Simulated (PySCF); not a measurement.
All values below come from PBE-D3(BJ)/def2-TZVP // BP86-D3(BJ)/def2-SVP (PySCF). Gas-phase values, no solvent. One relaxed conformer stands for a flexible species; it need not be the lowest. 

Reference species: [Ti(F)3(OH)] (neutral, multiplicity 1).

```json
{
  "mean_distance_from_the_central_atom_to_its_bonded_neighbours": "1.753 Å",
  "HOMO–LUMO gap": "5.43 eV"
}
```

Changed species: [Ti(F)4] (0 of 4 F replaced by OH; the reference has 1 of 4 F replaced by OH).

Q: What does the change do to the mean distance from the central atom to its bonded neighbours and HOMO–LUMO gap?

A: the mean distance from the central atom to its bonded neighbours falls by 0.009 Å, to 1.744 Å; the HOMO–LUMO gap goes up by 0.90 eV, to 6.33 eV.
